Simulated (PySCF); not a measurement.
C8H4N2OS2. Atoms are numbered in the order given.

```xyz
17

C      0.3269     4.1639     0.0000
N     -0.9603     4.1440     0.0000
N     -1.3309     2.8252     0.0000
C     -0.2306     2.1340     0.0000
C     -0.0764     0.7028     0.0000
C     -1.1042    -0.2143     0.0000
C     -0.5982    -1.5342     0.0000
S     -1.2934    -3.1164     0.0000
C      0.2776    -3.8416     0.0000
C      1.3035    -2.9342     0.0000
C      0.7982    -1.6063     0.0000
S      1.5052    -0.0330     0.0000
O      0.8633     2.9274     0.0000
H      0.9969     5.0200     0.0000
H     -2.1522     0.0835     0.0000
H      0.3607    -4.9280     0.0000
H      2.3575    -3.2103     0.0000
```
Charge 0, spin multiplicity 1.

Geometry optimised at PBE0-D3(BJ)/def2-SVP. This is a generated structure with no PubChem entry under its InChIKey; it may be hypothetical. One conformer was computed; it need not be the lowest.

These are PBE0/pcSseg-1 run with PySCF values and carry that method's errors.

GIAO shieldings, no solvent; atoms alike by connectivity are averaged. δ = σ(ref) − σ: ¹³C against TMS (σ = 186.3 ppm); ¹⁵N against NH3 (σ = 267.4 ppm); ³³S against H2S (σ = 716.7 ppm); ¹⁷O against H2O (σ = 334.2 ppm); ¹H against TMS (σ = 31.56 ppm), references at their B3LYP-D3(BJ)/def2-TZVP geometries, non-relativistic.

```json
[
 {"nucleus": "¹³C", "atoms": "C4", "count": "1", "δ (ppm)": "167.5"},
 {"nucleus": "¹³C", "atoms": "C1", "count": "1", "δ (ppm)": "156.5"},
 {"nucleus": "¹³C", "atoms": "C11", "count": "1", "δ (ppm)": "149.8"},
 {"nucleus": "¹³C", "atoms": "C7", "count": "1", "δ (ppm)": "147.7"},
 {"nucleus": "¹³C", "atoms": "C9", "count": "1", "δ (ppm)": "140.9"},
 {"nucleus": "¹³C", "atoms": "C5", "count": "1", "δ (ppm)": "136.0"},
 {"nucleus": "¹³C", "atoms": "C6", "count": "1", "δ (ppm)": "129.5"},
 {"nucleus": "¹³C", "atoms": "C10", "count": "1", "δ (ppm)": "126.1"},
 {"nucleus": "¹⁵N", "atoms": "N2", "count": "1", "δ (ppm)": "362.1"},
 {"nucleus": "¹⁵N", "atoms": "N3", "count": "1", "δ (ppm)": "343.0"},
 {"nucleus": "³³S", "atoms": "S8", "count": "1", "δ (ppm)": "403.6"},
 {"nucleus": "³³S", "atoms": "S12", "count": "1", "δ (ppm)": "391.8"},
 {"nucleus": "¹⁷O", "atoms": "O13", "count": "1", "δ (ppm)": "316.3"},
 {"nucleus": "¹H", "atoms": "H15", "count": "1", "δ (ppm)": "8.81"},
 {"nucleus": "¹H", "atoms": "H14", "count": "1", "δ (ppm)": "8.32"},
 {"nucleus": "¹H", "atoms": "H16", "count": "1", "δ (ppm)": "7.68"},
 {"nucleus": "¹H", "atoms": "H17", "count": "1", "δ (ppm)": "7.63"}
]
```
